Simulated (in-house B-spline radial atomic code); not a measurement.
Os IX (Os8+): 1s1 2s2 2p6 3s2 3p6 3d10 4s2 4p6 4d10 4f14 5s2 5p6 5d1 (with a hole in an inner shell)

Computed with an all-electron radial atomic-structure program (B-spline basis): Dirac-Hartree-Fock, average of configuration, Fermi nucleus of rms radius 5.4126 fm.

Z_r = [3n² - l(l+1)]/(2<r>); Z_e = n√(-2ε); the last column is Slater's effective charge. Values are occupation-weighted means over j. An effective charge above Z reflects the relativistic contraction of the inner shells.

```
shell  electrons   ε (eV)  <r> (bohr)    Z_r    Z_e  Slater
   1s          1   -75743     0.01769  84.77  74.61   76.00
   2s          2   -13522     0.07347  81.66  63.05   72.70
   2p          6   -11957     0.06591  75.86  59.29   72.70
   3s          2    -3324      0.1906  70.82  46.89   65.75
   3p          6  -2842.2      0.1903  65.68  43.36   65.75
   3d         10  -2244.1      0.1733  60.59  38.53   55.85
   4s          2  -838.53      0.4254  56.42  31.40   49.25
   4p          6  -673.83      0.4489  51.24  28.15   49.25
   4d         10  -450.67      0.4777  43.96  23.02   37.85
   5s          2  -229.97      0.9657  38.83  20.56   19.35
   4f         14  -203.73      0.5239  34.36  15.48   26.45
   5p          6  -179.82       1.073  34.03  18.18   19.35
   5d          1  -121.12        1.31  26.34  14.92    9.00
```

The least bound orbital is 5d5/2 at -120.3 eV, and it is also the most diffuse (<r> = 1.32 bohr). The part-filled 1s shell lies below the filled 5p shell in orbital energy.

Spin-orbit splittings of the orbital energies (j = l + 1/2 above j = l - 1/2 when positive): 2p 1606 eV, 3p 356.7 eV, 3d 77.61 eV, 4p 85.31 eV, 4d 16.35 eV, 4f 3.308 eV, 5p 15.62 eV, 5d 1.975 eV.

For the 1s electron the small component carries 8.3 % of the norm, the zero-frequency Breit interaction raises the level by 96.63 eV, self-energy by 168.7 eV, and vacuum polarisation lowers it by 32.91 eV.
